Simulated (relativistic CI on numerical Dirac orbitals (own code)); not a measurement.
## Charge states of antimony

Method of calculation: Dirac-Coulomb-Breit CI, orbitals from a KLI potential per configuration, model QED (radiative potential, 1s self-energy scaled to tabulated hydrogen-like ionisation energies), valence Slater integrals scaled by 0.9 (own radial code, finite nucleus).

Each species is treated in one configuration, given outside its closed core. Radial values are for the open shell of highest l, unscaled and averaged over j; ζ includes the Breit term. Labels give the leading LS character, summed over repeated terms.

```csv
Ion,Configuration,Its lowest level,LS weight (%),Next level,E (cm⁻¹),⟨r⟩ (bohr),⟨r²⟩ (bohr²),ζ (cm⁻¹)
Sb,4d¹⁰5s²5p³,⁴S°3/2,97,²D°3/2,10638,2.953,10.13,3106
Sb+,4d¹⁰5s²5p²,³P0,96,³P1,2871.9,2.711,8.386,3728
Sb2+,4d¹⁰5s²5p,²P°1/2,100,²P°3/2,6574.4,2.539,7.284,4376
Sb3+,4d¹⁰5s²,¹S0,100,,,,,
Sb4+,4d¹⁰5s,²S1/2,100,,,1.963,4.313,
Sb5+,4d¹⁰,¹S0,100,,,,,
Sb6+,4d⁹,²D5/2,100,²D3/2,10185,0.9753,1.103,4071
Sb7+,4d⁸,³F4,98,³F3,9171.4,0.9515,1.046,4300
Sb8+,4d⁷,⁴F9/2,92,⁴F7/2,8217.2,0.9296,0.9951,4534
Sb9+,4d⁶,⁵D4,92,⁵D3,5993.8,0.9093,0.9499,4772
Sb10+,4d⁵,⁶S5/2,94,⁴G5/2,36158,0.8904,0.9091,5015
Sb11+,4d⁴,⁵D0,81,⁵D1,3748.6,0.8727,0.8719,5262
Sb12+,4d³,⁴F3/2,91,⁴F5/2,6745.7,0.856,0.8378,5513
Sb13+,4d²,³F2,92,³F3,11285,0.8402,0.8063,5769
Sb14+,4d,²D3/2,100,²D5/2,15119,0.8251,0.7771,6030
Sb15+,3d¹⁰4s²4p⁶,¹S0,100,,,,,
Sb16+,3d¹⁰4s²4p⁵,²P°3/2,100,²P°1/2,89347,0.7548,0.6428,59470
Sb17+,3d¹⁰4s²4p⁴,³P2,79,³P0,34270,0.7462,0.628,61250
Sb18+,3d¹⁰4s²4p³,J = 3/2 (mixed),49,²D°3/2,75132,0.7378,0.6139,63040
Sb19+,3d¹⁰4s²4p²,³P0,81,³P1,77471,0.7296,0.6003,64850
Sb20+,3d¹⁰4s²4p,?,?,?,?,?,?,?
Sb21+,3d¹⁰4s²,¹S0,100,,,,,
Sb22+,3d¹⁰4s,²S1/2,100,,,0.6859,0.5278,
Sb23+,3d¹⁰,¹S0,100,,,,,
```

(1) Fill in the row of Sb20+.

With one configuration, terms of near-neutral atoms and ions can be 10 to 25 % off, and close levels can change places.

At low charge ζ of a weakly bound d or f electron comes out too small.

## Answers

(1) Its lowest level ²P°1/2; LS weight (%) 100; Next level ²P°3/2; E (cm⁻¹) 100190; ⟨r⟩ (bohr) 0.7217; ⟨r²⟩ (bohr²) 0.5874; ζ (cm⁻¹) 66680.
